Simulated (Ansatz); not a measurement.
Geometry optimisation, RKS PBE/def2-SVP (Ansatz).

Input:

```yaml
crystal:
  periodic: [false, false, false]
  atoms:
    - { symbol: Li, position_ang: [-3.30399, -0.39796, -1.60067] }
    - { symbol: Si, position_ang: [-0.92205, -0.08929, -0.45962] }
    - { symbol: Si, position_ang: [0.66977, 1.63794, -0.83357] }
    - { symbol: Si, position_ang: [0.02793, -1.54354, 1.16184] }
    - { symbol: H, position_ang: [0.9246, 2.35049, 0.41915] }
    - { symbol: H, position_ang: [0.15568, 2.56185, -1.84581] }
    - { symbol: H, position_ang: [1.92383, 1.04572, -1.31476] }
    - { symbol: H, position_ang: [0.09642, -2.87428, 0.5493] }
    - { symbol: H, position_ang: [1.35918, -1.15486, 1.62898] }
    - { symbol: H, position_ang: [-0.89763, -1.56627, 2.29927] }
total_charge: 1
basis:
  gaussian: { orbitals: def2-SVP }
hamiltonian:
  xc: pbe
relax:
  f_tol: 0.015
  max_steps: 40
```

Launched with:

```bash
$ ansatz run input.yaml --threads 2 --pin off --max-ram 3072MiB --backend cpu --events-out ev --progress --plain --runs-dir out
```

Problem. Where does it end, and by what steps?

Solution. It converged. The force dipped under the threshold on the way, but the program's further checks kept it going. After 8 steps the energy has fallen by 0.115 eV; H5 moved furthest, 0.16 Å.

| step | energy less start (eV) | largest force component (eV/Å) | accepted |
| --- | --- | --- | --- |
| 0 | 0.0000 | 0.749 | yes |
| 1 | -0.1037 | 0.199 | yes |
| 2 | -0.1117 | 0.085 | yes |
| 3 | -0.1133 | 0.028 | yes |
| 4 | -0.1140 | 0.020 | yes |
| 5 | -0.1147 | 0.017 | yes |
| 6 | -0.1108 | 0.160 | no |
| 7 | -0.1149 | 0.004 | yes |
| 8 | -0.1149 | 0.003 | yes |

```xyz
10
Properties=species:S:1:pos:R:3
Li -3.302 -0.458 -1.546
Si -0.961 -0.084 -0.492
Si 0.655 1.618 -0.839
Si 0.051 -1.487 1.135
H 0.866 2.239 0.518
H 0.227 2.637 -1.853
H 1.906 0.897 -1.268
H 0.102 -2.851 0.496
H 1.411 -1.025 1.568
H -0.921 -1.517 2.286
```

Whether the end is a true minimum wasn't checked by a vibrational analysis.

Run time: 23 s on 2 threads of AMD EPYC 7B13 (Zen 3), with other jobs on the host, peak memory 0.15 GiB.
